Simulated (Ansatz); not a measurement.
`[Br][InH][Br]` + dimethylamine → `C[N](C)[InH][Br]` + HBr at 400 K and 1 bar (ligand exchange at the In–Br bond).

Calculated with Ansatz (gas phase, PBE0-D4/def2-TZVP geometries, no zero-point term in ΔE). CCSD(T)/CBS adds triple-zeta CCSD(T) − MP2 to the extrapolated MP2 energy (def2 sets, frozen cores). Elements past krypton have def2 core potentials. For Br, In outer-core shells are correlated without core-valence functions, which leaves a few kJ/mol of doubt a bond. Scalar relativity is left out up to krypton. One conformer a species, not always the lowest.

```
           species  CCSD(T)/CBS energy (Eh)  H − E (kJ/mol)  S (J/(mol·K))
   `[Br][InH][Br]`              -5337.15310            43.0          356.6
             `CNC`               -135.00321           264.6          293.2
`C[N](C)[InH][Br]`              -2898.19389           269.6          432.2
               HBr              -2573.91920            27.6          207.2
```

H − E and S are ideal-gas, rigid-rotor, harmonic terms from PBE0-D4/def2-TZVP, for one conformer and one mirror image of each species. 1 Eh = 2625.50 kJ/mol, R = 8.31446 J/(mol·K).

Problem. By hand: ΔE, ΔH, ΔS and ΔG.

Solution. ΔE = (-2898.19389) + (-2573.91920) − (-5337.15310) − (-135.00321) = 0.04322 Eh = 113.5 kJ/mol. Δ(H − E) = 269.6 + 27.6 − 43.0 − 264.6 = -10.4, so ΔH = 103.1 kJ/mol. ΔS = 432.2 + 207.2 − 356.6 − 293.2 = -10.4 J/(mol·K). ΔG = 103.1 − 400 × (-10.4)/1000 = 107.3 kJ/mol.

Problem. By hand: the equilibrium constant, and the temperature at which ΔG would vanish if ΔH and ΔS stayed fixed.

Solution. log₁₀ K = −ΔG/(RT ln 10) = -14.0. ΔH and −TΔS have one sign here, so there is no such temperature.

The number of gas molecules stays the same, so ΔS is small and ΔH decides. A doubt of 5 kJ/mol in ΔE shifts log₁₀ K by 0.7 here. Other conformers and mirror images would add mixing entropy, several J/(mol·K) or more a flexible species. These are equilibria of isolated gas molecules and say nothing of rates. Largest T1 diagnostic: 0.014 (customary marks: 0.02 for closed shells, 0.045 for open ones).

ΔS is within the doubt of such terms, so its sign, and with it that verdict, could turn.
